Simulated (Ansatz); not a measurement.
CH2BFO can be A, `O=CBF`, or B, `FB1CO1`.

Computed with Ansatz on PBE0-D4/def2-TZVP structures; ΔE is electronic, products minus reactants. CCSD(T)/CBS is the MP2 limit (def2-TZVPP, def2-QZVPP) plus CCSD(T) − MP2 in def2-TZVPP, frozen cores. DFT in def2-TZVPP. B3LYP here is the variant with VWN-RPA as its local correlation; programs differ in this. Each species was taken in one conformer, which may not be the lowest.

Question: Which is lower in electronic energy at CCSD(T)/CBS, and by how much? (An estimate is asked.)

Answer: The calculation gave: B, by 18.7 kcal/mol.

Question: Give E(B) − E(A) in kcal/mol with r2SCAN-D4, PBE-D4, B3LYP, MP2/def2-TZVPP, CCSD(T)/def2-SVP, B2PLYP, CCSD/def2-TZVPP. (An estimate is asked.)

Answer: Computed: r2SCAN-D4 -22.1, PBE-D4 -21.3, B3LYP -17.6, MP2/def2-TZVPP -20.5, CCSD(T)/def2-SVP -16.7, B2PLYP -18.1, CCSD/def2-TZVPP -17.4. None reverses the order clearly.

Question: Does the order hold for the free energy at 298.15 K (harmonic terms from PBE0-D4)? (Best estimate.)

Answer: Computed: Yes: G(B) − G(A) = -15.2 kcal/mol, for one conformer each. Modes under 60 cm⁻¹, often nearly free rotors, make the harmonic entropy too high.

Largest T1 diagnostic: 0.015.

At CCSD(T), def2-SVP lies +2.0 kcal/mol from the extrapolated value and def2-TZVPP +0.8 kcal/mol. In def2-TZVPP, CCSD(T) changes the Hartree–Fock value by −6.4 kcal/mol (the triples alone add −0.5 kcal/mol) and MP2 by −9.0 kcal/mol.
